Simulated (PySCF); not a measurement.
Cu(Cl)2, Cl₂Cu, SMILES [Cl][Cu][Cl], doublet (PBE0/def2-SVP optimised geometry):

```
3

Cu     0.000     0.000     0.000
Cl    -2.085     0.000     0.000
Cl     2.085     0.000     0.000
```

Computed with unrestricted PBE0/def2-TZVP (PySCF).

### Question
What are the frontier orbital energies (α orbitals alone; a β orbital can be the lowest empty one) and the dipole moment?

### Answer
HOMO-2 -9.71 eV, HOMO-1 -9.59 eV, HOMO -9.05 eV, LUMO -0.93 eV, LUMO+1 1.45 eV; dipole moment 0.00 D.

On the same geometry unrestricted PBE/def2-TZVP run with PySCF 2.14.0 gives HOMO-2 -7.93 eV, HOMO-1 -7.88 eV, HOMO -7.30 eV, LUMO -1.66 eV, LUMO+1 0.60 eV; dipole moment 0.00 D.

Meta-Löwdin charges at PBE0/def2-TZVP: Cu1 0.95, Cl2 -0.48, Cl3 -0.48.
